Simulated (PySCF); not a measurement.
**Electronic structure of Lu⁺ (lutetium, charge +1) at the r2SCAN level**

Configuration: [Xe] 4f14 5d2, high-spin 3F determinant (an excited configuration). Computed with PySCF 2.14 in ANO-RCC-VTZP (8s7p5d3f2g1h, 104 functions), with the spin-free X2C one-electron Hamiltonian (Gaussian nucleus).

```json
{
  "Total energy": "-14562.78 hartree",
  "One-electron energy": "-19979.30 hartree",
  "Hartree (Coulomb) energy": "5722.01 hartree",
  "Exchange-correlation energy": "-305.49 hartree",
  "⟨S²⟩": "2.0024",
  "⟨L²⟩": "12.016",
  "Sum of ⟨r⟩": "39.91 bohr",
  "Sum of ⟨r²⟩": "50.49 bohr²",
  "Traceless quadrupole moment −½Σ⟨3z² − r²⟩ along its main axis": "-0.00525 e·bohr²",
  "Langevin diamagnetic susceptibility": "-40.0 ×10⁻⁶ cm³/mol",
  "Time after the integrals": "13 s of wall time on 1 thread of Neoverse-V1 (shared host)"
}
```

```tsv
shell	electrons	mean orbital energy (eV)	spread (eV)	rms radius, mean of both spins (bohr)
1s β	1	-63120.7	0	0.0219
1s α	1	-63120.7	0	0.0219
2s α	1	-10773.2	0	0.0885
2s β	1	-10773.1	0	0.0885
2p α	3	-9502.8	0	0.0801
2p β	3	-9502.8	0	0.0801
3s β	1	-2455.1	0	0.227
3s α	1	-2455.1	0	0.227
3p β	3	-2069.9	0	0.228
3p α	3	-2069.9	0	0.228
3d α	5	-1594.0	0.027	0.208
3d β	5	-1594.0	0.033	0.208
4s β	1	-497.58	0	0.508
4s α	1	-497.56	0	0.508
4p β	3	-369.99	0	0.541
4p α	3	-369.97	0	0.541
4d β	5	-199.58	0.101	0.591
4d α	5	-199.57	0.033	0.591
5s α	1	-67.357	0	1.25
5s β	1	-66.893	0	1.25
5p α	3	-37.959	0.001	1.49
5p β	3	-37.155	0	1.49
4f α	7	-14.474	0.069	0.837
4f β	7	-14.333	0.219	0.837
5d α	2	-7.860	0.001	2.96
```

Spin-orbit coupling, absent here, splits the open shell strongly.

Densities and radii are taken from the X2C orbitals without a picture-change correction, which distorts them close to the nucleus.
